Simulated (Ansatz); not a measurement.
`[BH2][GaH2]` + H–F → `[F][GaH2]` + BH₃ at 298.15 K and 1 bar (cleavage of the Ga–B bond).

Gas-phase electronic energies from Ansatz, PBE0-D4/def2-TZVP geometries. CCSD(T)/CBS adds triple-zeta CCSD(T) − MP2 to the extrapolated MP2 energy (def2 sets, frozen cores). This one scheme is used for every species. For Ga outer-core shells are correlated without core-valence functions, which leaves a few kJ/mol of doubt a bond. Scalar relativity is left out up to krypton.

```csv
species,CCSD(T)/CBS energy (Eh),H − E (kJ/mol),S (J/(mol·K))
`[BH2][GaH2]`,-1951.07352,98.4,269.2
H–F,-100.39570,33.5,173.6
`[F][GaH2]`,-2024.95631,51.0,253.1
BH₃,-26.55200,78.7,188.3
```

H − E and S are ideal-gas, rigid-rotor, harmonic terms from PBE0-D4/def2-TZVP. 1 Eh = 2625.50 kJ/mol, R = 8.31446 J/(mol·K).

Task: By hand: ΔE, ΔH, ΔS and ΔG.

Result: ΔE = (-2024.95631) + (-26.55200) − (-1951.07352) − (-100.39570) = -0.03909 Eh = -102.6 kJ/mol. Δ(H − E) = 51.0 + 78.7 − 98.4 − 33.5 = -2.2, so ΔH = -104.8 kJ/mol. ΔS = 253.1 + 188.3 − 269.2 − 173.6 = -1.4 J/(mol·K). ΔG = -104.8 − 298.15 × (-1.4)/1000 = -104.4 kJ/mol.

Task: By hand: the equilibrium constant, and the temperature at which ΔG would vanish if ΔH and ΔS stayed fixed.

Result: log₁₀ K = −ΔG/(RT ln 10) = 18.3. ΔG = 0 at ΔH/ΔS = 74857 K, far beyond where these terms or the molecules hold.

The number of gas molecules stays the same, so ΔS is small and ΔH decides. A doubt of 5 kJ/mol in ΔE shifts log₁₀ K by 0.9 here. These are equilibria of isolated gas molecules and say nothing of rates. Largest T1 diagnostic: 0.014 (customary marks: 0.02 for closed shells, 0.045 for open ones).
